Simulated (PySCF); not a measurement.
Excitations are Tamm–Dancoff values on a coarser integration grid. The basis has no diffuse functions, so Rydberg states are missing or too high.

Z-matrix (Å, degrees):
```
Si
O 1 1.6335
H 2 0.9708 1 115.95
O 1 1.6408 2 108.81 3 -52.55
H 4 0.9701 1 116.74 2 166.40
Cl 1 2.0411 2 106.19 3 -173.93
Cl 1 2.0610 2 112.21 3 68.15
```
Charge 0, spin multiplicity 1.

Problem. Predict the dipole moment, S1–T1 gap (TDA), HOMO, LUMO and S1 excitation (TDA) from PySCF with PBE-D3(BJ)/def2-TZVP.

Solution. 
| Item | Result |
|---|---|
| dipole moment | 2.01 D |
| S1–T1 gap (TDA) | 0.25 eV |
| HOMO | -7.69 eV |
| LUMO | -0.87 eV |
| S1 excitation (TDA) | 6.93 eV |
